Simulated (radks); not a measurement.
The nuclear charge of neutral iron is varied continuously with 26 electrons held in [Ar] 3d6 4s2. All-electron calculation, Dirac Kohn-Sham, BLYP, spin-unpolarised, spherical densities, point nucleus; open shells fill j = l - 1/2 first. Program: a radial shooting solver on a logarithmic mesh with Libxc functionals. By the Hellmann-Feynman theorem dE/dZ = E(electron-nucleus)/Z, the electronic potential at the nucleus.

Z      E (hartree)  E(electron-nucleus)/Z (hartree)   HOMO  e(HOMO) (eV)  <r> HOMO (bohr)
25.75  -1243.71009                         -115.636  4s1/2        -3.341            3.170
26     -1272.80858                         -117.151  4s1/2        -5.219            2.989
26.25  -1302.28510                         -118.661  4s1/2        -7.287            2.835
26.5   -1332.13872                         -120.168  4s1/2        -9.531            2.703
26.75  -1362.36871                         -121.672  4s1/2       -11.939            2.587
27     -1392.97451                         -123.174  4s1/2       -14.504            2.484

The central difference of E at Z = 26 is -117.150 hartree, to compare with the third column; the second derivative is -6.05 hartree.
